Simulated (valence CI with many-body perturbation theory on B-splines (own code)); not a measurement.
## Bi⁴²⁺: what the settings do

Computed by relativistic CI+MBPT: five valence electrons over a frozen Dirac-Fock core [Kr], a basis of 6 s, 6 p, 5 d, 5 f, 1 g functions for each j, with the one-electron correlation potential Σ1 (screened to all orders), the two-electron term Σ2, the three-electron term Σ3, Breit, model QED; selected single and double excitations, second order for the rest (own B-spline code, finite nucleus).

No measured spectrum was set against this ion. As an estimate, large intervals hold to a few tenths of a per cent, small ones and those within an open d or f shell to about a per cent. Only levels of the ground parity were solved; by the run's estimate the other parity begins above the list, which can be wrong where configurations are misplaced.

The reference run has the lowest level (4d3/2^4 4d5/2) J=5/2 and an ionisation energy of 2091.61 eV. Its largest variational space holds 10000 state functions.

Levels are named by their leading jj configuration (3d3/2^4 stands for four electrons in 3d with j = 3/2), which in mixed levels can hold well under half, so a name can repeat and another be missing. Letters in brackets count levels of one name in rising energy.

Changed runs:
A. correlating orbitals by l 3 3 3 3 1 → 4 4 0 0 0
B. Davidson tolerance 2e-05 → 0.0003
C. logarithmic knot step 0.27 → 0.33
D. start configuration 4d5 → 5d5 (bad on purpose)

Excitation energies of the reference run in cm⁻¹, and shifts in cm⁻¹:

| Level | Reference | A | B | C |
| --- | --- | --- | --- | --- |
| (4d3/2^3 4d5/2^2) J=5/2 [a] | 217443 | -735 | 0 | -0.5 |
| (4d3/2^3 4d5/2^2) J=7/2 [a] | 260891 | +147 | 0 | -1.1 |
| (4d3/2^3 4d5/2^2) J=3/2 [a] | 266464 | +234 | 0 | -0.9 |
| (4d3/2^3 4d5/2^2) J=11/2 | 270200 | -8.9 | 0 | -1.0 |
| (4d3/2^3 4d5/2^2) J=9/2 | 286669 | +520 | 0 | -1.5 |
| (4d3/2^3 4d5/2^2) J=5/2 [b] | 298878 | +929 | 0 | -1.4 |
| (4d3/2^3 4d5/2^2) J=1/2 | 310834 | +1034 | 0 | -1.5 |
| (4d3/2^3 4d5/2^2) J=7/2 [b] | 314742 | +1095 | 0 | -1.6 |
| (4d3/2^3 4d5/2^2) J=3/2 [b] | 376158 | +1977 | 0 | -1.3 |
| (4d3/2^2 4d5/2^3) J=5/2 [a] | 474958 | -632 | 0 | -1.1 |
| (4d3/2^2 4d5/2^3) J=7/2 [a] | 506918 | -74 | 0 | -1.7 |
| (4d3/2^2 4d5/2^3) J=11/2 | 512805 | -303 | 0 | -1.6 |
| Ionisation energy (eV) | 2091.61 | -0.20 | 0 | -0.0033 |

No effect on these energies: B.

Run D: It gave no result: the start configuration must fill the lowest shells above the core. The program said: "5d is not the lowest shell of its kind above the core".
